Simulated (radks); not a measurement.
All-electron calculation, scalar-relativistic Kohn-Sham, LB94 model potential, spin-polarised, spherical densities, finite nucleus; open shells are filled with parallel spins first; Fermi nuclear charge, rms radius of each element as measured or else 0.836 A^(1/3) + 0.57 fm. Program: a radial shooting solver on a logarithmic mesh with Libxc functionals. Response by self-consistent Sternheimer equations with the Hartree and adiabatic LDA kernel, the relativistic mass of each level held fixed and spin-orbit coupling left out. For heavy and open-shell atoms this level of theory can miss by tens of per cent. Rank Ti2+, Ti6+, Ti, Ti3+, Ti5+, Ti+, Ti4+ (NIST ground configurations) by static dipole polarisability, largest first.

Answer. Ti 80.78, Ti+ 36.97, Ti2+ 4.442, Ti3+ 2.260, Ti4+ 1.525, Ti5+ 1.262, Ti6+ 1.070 bohr^3.
